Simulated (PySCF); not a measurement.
## Spinor energies of Zr⁺ (zirconium, charge +1)

Start: [Kr] 4d2 5p1; 4d5/2 filled at m_j = +3/2, +5/2; 5p3/2 filled at m_j = +3/2. Calculated with PySCF 2.14 in x2c-TZVPall-2c: generalised Hartree-Fock with the X2C-1e Hamiltonian and a Gaussian nucleus; one run each with spin-orbit coupling (SO) switched off, then screened by Boettger's factors. This is a chosen level, not necessarily the ground level.

```tsv
spinor shell	electrons	ε, spin-free (eV)	ε, screened SO (eV)	weight of nominal j (screened SO)	rms radius, screened SO (bohr)
1s1/2	2	-18105.8	-18105.1	1.000	0.0426
2s1/2	2	-2587.4	-2587.3	1.000	0.176
2p1/2	2	-2302.1	-2361.3	1.000	0.154
2p3/2	4	-2302.1	-2274.2	1.000	0.158
3s1/2	2	-461.82	-461.84	1.000	0.488
3p1/2	2	-366.17	-376.04	1.000	0.489
3p3/2	4	-366.17	-361.60	1.000	0.499
3d3/2	4	-208.98	-210.49	0.989	0.493
3d5/2	6	-208.98	-208.04	0.993	0.497
4s1/2	2	-75.864	-75.916	1.000	1.30
4p1/2	2	-48.503	-49.802	0.825	1.45
4d5/2	2	-16.456	-16.450	0.890	2.30
5p3/2	1	-9.051	-9.001	1.000	4.70
```

Where does 4p3/2 lie, and what is the 4p spin-orbit splitting (screened SO)?

At -47.977 eV, 1.824 eV above 4p1/2.

| quantity | spin-free | screened SO |
| --- | --- | --- |
| E (hartree) | -3595.68977 | -3596.03203 |
| M_J | 11/2 | 11/2 |
| ⟨J²⟩ | 35.760 | 35.760 |
| ⟨L²⟩ | 20.009 | 20.022 |
| ⟨S²⟩ | 3.751 | 3.756 |

Each row is a mean over spinors that exchange with the open shell spreads, by up to 5.174 eV (4p3/2).

Rows whose weight is well below 1 are mixtures of j = l ± 1/2: exchange outweighs spin-orbit coupling there, and the label is only the starting occupation.

Breit and QED terms are absent; they matter most for the inner s and p1/2 levels.

Densities and radii are taken from the X2C orbitals without a picture-change correction, which distorts them close to the nucleus.

Without spin-orbit coupling the j labels of p, d and f shells carry no meaning; the spin-free column gives the mean over the occupied spinors of each nl shell.
